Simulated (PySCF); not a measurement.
C₃H₁₁NOSi, SMILES CC(C)O[SiH2]N.

Geometry: TPSSh-D3(BJ)/def2-SVP. The structure was generated by enumeration, and PubChem lists no compound with its InChIKey, so it may never have been made. Other conformers were not sampled.

Calculation: PBE/def2-TZVP run with PySCF.

Computed frontier levels, gap, dipole moment and polarisability:
| Item | Value |
|---|---|
| highest occupied level | -6.02 eV |
| lowest empty level | -0.17 eV |
| orbital gap | 5.84 eV |
| dipole moment | 1.95 D |
| quadrupole, principal values (traceless, Buckingham form, about the centre of nuclear charge) | -4.64, 0.00, 4.64 D·Å |
| mean static polarisability | 77.7 bohr³ (11.51 Å³) |
| polarisability, principal values | 67.8, 77.0, 88.1 bohr³ |
